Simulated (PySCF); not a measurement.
beryllium hydride (HBe), doublet, at a GFN2-xTB geometry (such geometries of metal compounds can be far from the true shape), atoms displaced at random by about 0.08 Å a coordinate; TPSS/STO-3G, gradient (PySCF).

PySCF was given this input:
```python
from pyscf import gto, scf, dft

mol = gto.M(
    atom='''
Be   -0.071141   -0.123524   -0.218596
H     0.023773    0.006485    1.009580
''',
    basis='sto-3g',
    charge=0,
    spin=1,
    verbose=4,
)

mf = dft.UKS(mol)
mf.xc = 'tpss'
mf.conv_tol = 1e-6
mf.kernel()
g = mf.nuc_grad_method()
grad = g.kernel()
```

What the program printed (banner, timings and long lists left out):

```
PySCF version 2.14.0

[INPUT] verbose = 4
[INPUT] num. atoms = 2
[INPUT] num. electrons = 5
[INPUT] charge = 0
[INPUT] spin (= nelec alpha-beta = 2S) = 1
[INPUT] symmetry False subgroup None
[INPUT] Mole.unit = angstrom
[INPUT] Symbol           X                Y                Z      unit          X                Y                Z       unit  Magmom
[INPUT]  1 Be    -0.071141000000  -0.123524000000  -0.218596000000 AA   -0.134437006228  -0.233426529811  -0.413086571925 Bohr   0.0
[INPUT]  2 H      0.023773000000   0.006485000000   1.009580000000 AA    0.044924459159   0.012254873918   1.907829700838 Bohr   0.0

nuclear repulsion = 1.70884282347353
number of shells = 4
number of NR pGTOs = 18
number of NR cGTOs = 6
basis = sto-3g
ecp = {}

******** <class 'pyscf.dft.uks.UKS'> ********
method = UKS
initial guess = minao
damping factor = 0
level_shift factor = 0
DIIS = <class 'pyscf.scf.diis.CDIIS'>
diis_start_cycle = 1
diis_space = 8
diis_damp = 0
SCF conv_tol = 1e-06
SCF conv_tol_grad = None
SCF max_cycles = 50
direct_scf = True
direct_scf_tol = 1e-13
number electrons alpha = 3  beta = 2
XC library pyscf.dft.libxc version 7.1.2
    S. Lehtola, C. Steigemann, M. J. T. Oliveira, and M. A. L. Marques,  SoftwareX 7, 1–5 (2018)
XC functionals = tpss
    J. Tao, J. P. Perdew, V. N. Staroverov, and G. E. Scuseria,  Phys. Rev. Lett. 91, 146401 (2003)
    J. P. Perdew, J. Tao, V. N. Staroverov, and G. E. Scuseria,  J. Chem. Phys. 120, 6898 (2004)
    J. Tao, J. P. Perdew, V. N. Staroverov, and G. E. Scuseria,  Phys. Rev. Lett. 91, 146401 (2003)
    J. P. Perdew, J. Tao, V. N. Staroverov, and G. E. Scuseria,  J. Chem. Phys. 120, 6898 (2004)
radial grids:
    Treutler-Ahlrichs [JCP 102, 346 (1995); DOI:10.1063/1.469408] (M4) radial grids

becke partition: Becke, JCP 88, 2547 (1988); DOI:10.1063/1.454033
pruning grids: <function nwchem_prune>
grids dens level: 3
symmetrized grids: False
atomic radii adjust function: <function treutler_atomic_radii_adjust>
small_rho_cutoff = 0
Set gradient conv threshold to 0.001
tot grids = 23536
init E= -14.9835079931314

cycle= 1 E= -15.0429986434474  delta_E= -0.0595  |g|= 0.0808  |ddm|= 1.26
cycle= 2 E= -15.0483023749232  delta_E= -0.0053  |g|= 0.0364  |ddm|= 0.293
cycle= 3 E= -15.0497763915311  delta_E= -0.00147  |g|= 0.00154  |ddm|= 0.0886
cycle= 4 E= -15.0497787395949  delta_E= -2.35e-06  |g|= 6.55e-05  |ddm|= 0.00373
cycle= 5 E= -15.0497787459279  delta_E= -6.33e-09  |g|= 1.4e-05  |ddm|= 0.000193
Extra cycle  E= -15.0497787462629  delta_E= -3.35e-10  |g|= 4.41e-06  |ddm|= 4.28e-05
converged SCF energy = -15.0497787462629  <S^2> = 0.75029607  2S+1 = 2.0002961

******** <class 'pyscf.grad.uks.Gradients'> for <class 'pyscf.dft.uks.UKS'> ********
unit = Eh/Bohr
grid_response = False
--------------- UKS gradients ---------------
         x                y                z
0 Be     0.0028074381     0.0038421269     0.0363057252
1 H    -0.0028052242    -0.0038401999    -0.0363044095
----------------------------------------------
```
